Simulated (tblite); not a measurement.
Compound: C₅H₁₂O₂Si.
SMILES with atom numbers: `[CH3:1][CH2:2][O:3][C@@H:4]1[CH2:5][CH2:6][SiH2:7][O:8]1` (hydrogens: H9, H10, H11 on C1; H12, H13 on C2; H14 on C4; H15, H16 on C5; H17, H18 on C6; H19, H20 on Si7)

Computed with GFN2-xTB (tblite), gas phase: L-BFGS steps from a force-field or distance-geometry start until the largest atomic force falls under 0.01 eV/Å.

Step 54: E = -727.5725 eV
```
atom  x, y, z in Å  |  force x, y, z in eV/Å
C1      3.0262    0.8527    0.3267   -0.024   0.014   0.018
C2      2.0380   -0.2997    0.2314    0.053  -0.017  -0.014
O3      0.7190    0.2082    0.1517    0.061  -0.027   0.019
C4     -0.2891   -0.7670    0.1349    0.019  -0.011  -0.024
C5     -1.1376   -0.6392   -1.1422   -0.016   0.015  -0.007
C6     -2.2660    0.3597   -0.8814   -0.049  -0.005   0.005
Si7    -2.3953    0.3678    1.0214    0.016   0.007  -0.018
O8     -1.1091   -0.6216    1.2501    0.032  -0.021   0.008
H9      3.1156    1.3653   -0.6274   -0.010  -0.012   0.023
H10     4.0004    0.4721    0.6293   -0.054   0.050  -0.075
H11     2.6747    1.5647    1.0671    0.009   0.002   0.041
H12     2.1474   -0.9559    1.1079   -0.100   0.053   0.027
H13     2.2417   -0.9012   -0.6671    0.070  -0.049  -0.014
H14     0.1699   -1.7645    0.1969   -0.012  -0.054   0.018
H15    -0.4873   -0.3297   -1.9588    0.006   0.012  -0.041
H16    -1.5494   -1.6204   -1.3815   -0.013  -0.003   0.048
H17    -3.1746    0.0325   -1.3819   -0.027   0.072  -0.034
H18    -2.0139    1.3434   -1.2732    0.025  -0.023   0.008
H19    -2.1720    1.6796    1.6161    0.011   0.041   0.000
H20    -3.5438   -0.3361    1.5769    0.004  -0.044   0.010
```

Step 55: E = -727.5761 eV
```
atom  x, y, z in Å  |  force x, y, z in eV/Å
C1      3.0168    0.8608    0.3316    0.005  -0.001   0.015
C2      2.0360   -0.2983    0.2314    0.036  -0.018  -0.005
O3      0.7162    0.2034    0.1376    0.041  -0.018   0.013
C4     -0.2898   -0.7733    0.1285    0.012  -0.032  -0.024
C5     -1.1444   -0.6474   -1.1426   -0.043   0.008  -0.063
C6     -2.2615    0.3651   -0.8787   -0.048  -0.025  -0.038
Si7    -2.3863    0.3699    1.0239   -0.018  -0.086  -0.053
O8     -1.1067   -0.6288    1.2453    0.053  -0.022   0.053
H9      3.1169    1.3630   -0.6275   -0.016  -0.011   0.035
H10     3.9878    0.4804    0.6449   -0.044   0.074  -0.062
H11     2.6607    1.5836    1.0613    0.004  -0.064   0.013
H12     2.1350   -0.9556    1.1093   -0.071   0.084   0.016
H13     2.2535   -0.9006   -0.6648    0.056  -0.029   0.013
H14     0.1685   -1.7708    0.1922    0.008  -0.056   0.004
H15    -0.4977   -0.3455   -1.9663   -0.011  -0.012  -0.024
H16    -1.5665   -1.6286   -1.3733    0.007   0.064   0.059
H17    -3.1726    0.0512   -1.3858    0.008   0.098  -0.002
H18    -1.9921    1.3479   -1.2632    0.009  -0.046  -0.003
H19    -2.1450    1.6743    1.6180    0.003   0.107   0.037
H20    -3.5340   -0.3401    1.5752    0.007  -0.015   0.016
```

Task: Estimate the geometry and energy of step 56. (The exact step hangs on the optimiser's Hessian estimate; all steps are aligned on step 55, rigid shifts and turns removed.)

Result: E = -727.5792 eV, largest force 0.140 eV/Å
```
atom  x, y, z in Å  |  force x, y, z in eV/Å
C1      3.0079    0.8692    0.3364    0.025  -0.016   0.005
C2      2.0350   -0.2966    0.2318    0.009  -0.012   0.000
O3      0.7141    0.1981    0.1238    0.011  -0.019  -0.010
C4     -0.2893   -0.7810    0.1204    0.002  -0.043  -0.014
C5     -1.1520   -0.6560   -1.1444   -0.055   0.005  -0.079
C6     -2.2564    0.3697   -0.8756   -0.034  -0.025  -0.066
Si7    -2.3767    0.3691    1.0265   -0.033  -0.124  -0.056
O8     -1.1027   -0.6387    1.2405    0.057  -0.013   0.071
H9      3.1192    1.3612   -0.6270   -0.027  -0.003   0.039
H10     3.9754    0.4908    0.6604   -0.012   0.080  -0.042
H11     2.6472    1.6014    1.0557   -0.009  -0.111  -0.005
H12     2.1230   -0.9529    1.1121   -0.036   0.101   0.010
H13     2.2667   -0.8999   -0.6615    0.041  -0.013   0.042
H14     0.1690   -1.7787    0.1842    0.020  -0.045  -0.012
H15    -0.5101   -0.3637   -1.9763   -0.028  -0.034  -0.007
H16    -1.5868   -1.6358   -1.3626    0.026   0.102   0.053
H17    -3.1709    0.0735   -1.3882    0.025   0.100   0.013
H18    -1.9694    1.3510   -1.2517    0.001  -0.049  -0.015
H19    -2.1207    1.6703    1.6192   -0.004   0.117   0.053
H20    -3.5279   -0.3403    1.5732    0.021   0.004   0.019
```

The energy changes by -0.0031 eV. The first-order estimate −F·Δx gives -0.0040 eV and the mean of the old and new forces, exact on a quadratic surface, -0.0031 eV. The step makes an angle of 80° with the force vector and moves no atom by more than 0.026 Å.

The cost below is that of the whole relaxation. On one thread, Arm Neoverse N1 (aarch64), no GPU, on a shared host, this took 2.2 s of wall time.
